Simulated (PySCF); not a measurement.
**³¹P chemical shifts**

All values are calculated (PySCF 2.14): PBE0/pcSseg-1 with gauge-including orbitals, geometry: GFN2-xTB. No relativistic terms, no solvent, rapidly exchanging positions averaged, one conformer.

Shieldings were converted by a linear fit to measured shifts: ³¹P: δ = 270.09 − 0.828σ (rms 18.1 ppm, 64 shifts vs H3PO4, solution or neat liquid). Occasional misses reach two or three times the rms, and more in compound classes unlike the fitted ones.

Task: Give the ³¹P shifts of `CC(C)(C)[P@](C)(P)=S`.

Result: 
| compound | environment | δ (ppm) |
| --- | --- | --- |
| [CH3:1][C:2]([CH3:3])([CH3:4])[P@:5]([CH3:6])([PH2:7])=[S:8] | P5: phosphorus bonded to 2 C, P, S | 45.0 |
| [CH3:1][C:2]([CH3:3])([CH3:4])[P@:5]([CH3:6])([PH2:7])=[S:8] | P7: phosphorus bonded to P, 2 H | -108.3 |

Task: Match the shifts 12.5, -43.4, -252.9 ppm to `CSCP1(=O)CCOCC1`, `[SiH3]P`, `COC1=C(C)[P@@]1(=S)CO`.

Result: 12.5: CSCP1(=O)CCOCC1 (phosphorus bonded to 3 C, O, in a 6-membered ring); -43.4: COC1=C(C)[P@@]1(=S)CO (phosphorus bonded to 3 C, S, in a 3-membered ring); -252.9: [SiH3]P (phosphorus bonded to Si, 2 H).
